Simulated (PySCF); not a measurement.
Compound: C3H6F3NSi.
Cartesian coordinates in Å at the PBE0-D3(BJ)/def2-SVP level; atoms count from 1:
```xyz
14
C3H6F3NSi angstrom
N     -1.8592    0.8057   -0.1211
Si    -1.3668   -0.8388    0.0926
C      0.4824   -0.9493   -0.3336
C      1.2764    0.0623    0.3977
F      1.1936    0.0187    1.7368
C      2.0039    1.0415   -0.1416
F      2.6485    1.9551    0.5423
F      2.1596    1.1947   -1.4375
H     -1.4328    1.5304    0.4467
H     -2.8410    1.0079   -0.2728
H     -2.1512   -1.6707   -0.8687
H     -1.5584   -1.4168    1.4629
H      0.5973   -0.7934   -1.4159
H      0.8449   -1.9658   -0.0984
```

The calculation used PySCF, PBE0-D3(BJ)/def2-SVP geometry optimisation, gas phase.

Take the most abundant isotopes and a rigid rotor. The values belong to one conformer with, in the numbering `[NH2:1][SiH2:2][CH2:3][C:4]([F:5])=[C:6]([F:7])[F:8]`, H–N1–Si2–C3 -62° and 158°, N1–Si2–C3–C4 52°, Si2–C3–C4–F5 58°.

Question: Give the principal moments of inertia and the rotational constants in GHz.

Answer: Ia = 186.71, Ib = 527.99, Ic = 570.67 u·Å²; 505379 MHz·u·Å²/I gives 2707, 957.2 and 885.6 MHz, that is A = 2.7068, B = 0.9572, C = 0.8856 GHz.

Question: Classify the top.

Answer: A near-prolate asymmetric top: κ = (2 × 957.2 − 2707 − 885.6)/(2707 − 885.6) = -0.92.

Question: What does the inertial defect say?

Answer: Not planar: Δ = Ic − Ia − Ib = -144.03 u·Å². For a rigid frame Δ = −2 Σ m c², so Σ m c² = 72.01 u·Å² lies off the ab plane: 14.76 from hydrogen and 57.25 from heavier atoms. The atom farthest from that plane is 2.10 Å away.

Question: Give the other two planar moments, Paa and Pbb, and the rms extents of the mass along the axes.

Answer: Paa = Σ m a² = (Ib + Ic − Ia)/2 = 455.97 and Pbb = Σ m b² = (Ia + Ic − Ib)/2 = 114.70 u·Å². With the mass M = 141.02 u, the rms extents √(P/M) along a, b and c are 1.80, 0.90, 0.71 Å.

Question: Predict some low-J microwave lines.

Answer: The dipole components are |μa| = 1.36 D, |μb| = 0.69 D, |μc| = 0.28 D. Intensities carry the squares of the components, which stand as 1.00 : 0.26 : 0.04 (a : b : c). Some lines, for components of 0.1 D or more:

```json
{"type": "c", "branch": "Q", "J(Ka,Kc)": "3(1,3) ← 3(0,3)", "MHz": "1580", "lower level (cm⁻¹)": "0.368"}
{"type": "c", "branch": "Q", "J(Ka,Kc)": "2(1,2) ← 2(0,2)", "MHz": "1680", "lower level (cm⁻¹)": "0.184"}
{"type": "b", "branch": "Q", "J(Ka,Kc)": "1(1,0) ← 1(0,1)", "MHz": "1821", "lower level (cm⁻¹)": "0.061"}
{"type": "b", "branch": "R", "J(Ka,Kc)": "2(0,2) ← 1(1,1)", "MHz": "1934", "lower level (cm⁻¹)": "0.120"}
{"type": "a", "branch": "R", "J(Ka,Kc)": "2(1,1) ← 1(1,0)", "MHz": "3757", "lower level (cm⁻¹)": "0.122"}
{"type": "c", "branch": "Q", "J(Ka,Kc)": "3(2,2) ← 3(1,2)", "MHz": "5143", "lower level (cm⁻¹)": "0.435"}
{"type": "b", "branch": "Q", "J(Ka,Kc)": "3(2,1) ← 3(1,2)", "MHz": "5153", "lower level (cm⁻¹)": "0.435"}
{"type": "c", "branch": "Q", "J(Ka,Kc)": "2(2,1) ← 2(1,1)", "MHz": "5249", "lower level (cm⁻¹)": "0.248"}
{"type": "a", "branch": "R", "J(Ka,Kc)": "3(2,1) ← 2(2,0)", "MHz": "5537", "lower level (cm⁻¹)": "0.423"}
{"type": "a", "branch": "R", "J(Ka,Kc)": "3(1,2) ← 2(1,1)", "MHz": "5634", "lower level (cm⁻¹)": "0.248"}
{"type": "c", "branch": "R", "J(Ka,Kc)": "3(1,2) ← 2(0,2)", "MHz": "7529", "lower level (cm⁻¹)": "0.184"}
{"type": "b", "branch": "R", "J(Ka,Kc)": "2(2,0) ← 1(1,1)", "MHz": "9080", "lower level (cm⁻¹)": "0.120"}
{"type": "b", "branch": "R", "J(Ka,Kc)": "3(2,2) ← 2(1,1)", "MHz": "10777", "lower level (cm⁻¹)": "0.248"}
{"type": "c", "branch": "R", "J(Ka,Kc)": "3(2,1) ← 2(1,1)", "MHz": "10788", "lower level (cm⁻¹)": "0.248"}
{"type": "c", "branch": "R", "J(Ka,Kc)": "3(2,2) ← 2(1,2)", "MHz": "10992", "lower level (cm⁻¹)": "0.240"}
{"type": "b", "branch": "R", "J(Ka,Kc)": "3(2,1) ← 2(1,2)", "MHz": "11003", "lower level (cm⁻¹)": "0.240"}
```

Stationary, but not proved a minimum. Zero-point vibration and centrifugal distortion are left out. A rigid rotor knows nothing of inversion at nitrogen, which can split or shift real lines. Quadrupole hyperfine structure (14N) is left out.

Time: 7.0 min wall; peak memory 0.60 GiB. Hardware: one thread of an Intel Xeon at 2.50 GHz (shared host). That covers the optimisation of the geometry.
